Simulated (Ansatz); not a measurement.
Gas-phase reaction in SMILES: [SiH2]Br -> [SiH2-]Br (an electron is taken up)
Each molecule is optimised on its own at B3LYP-D3(BJ)/def2-TZVP (Ansatz, a quantum-chemistry and plane-wave program).

Wanted: adiabatic electron affinity (electronic energy difference), positive where the reaction releases energy, in eV. Valence correlation only, unless marked. UHF or UKS for open shells. No spin-orbit coupling. Frozen are the shells of the preceding noble gas and the d and f shells that filled before the atom's block. Non-relativistic. Anions need diffuse functions: def2-D sets add few. Basis-set limits of correlation are two-point, X^-3; Hartree-Fock from the larger set.

```tsv
level	program	adiabatic electron affinity (eV)
r2SCAN0/def2-TZVPD	Ansatz	(withheld)
CAM-B3LYP-D4/def2-TZVPD	Ansatz + dftd4	(withheld)
B2PLYP/def2-TZVPD	Ansatz	1.87
CCSD(T)/CBS(def2-TZVPPD,def2-QZVPPD)	Ansatz	1.99
```

What belongs in the gaps?


- r2SCAN0/def2-TZVPD, adiabatic electron affinity (eV): 1.76
- CAM-B3LYP-D4/def2-TZVPD, adiabatic electron affinity (eV): 1.97
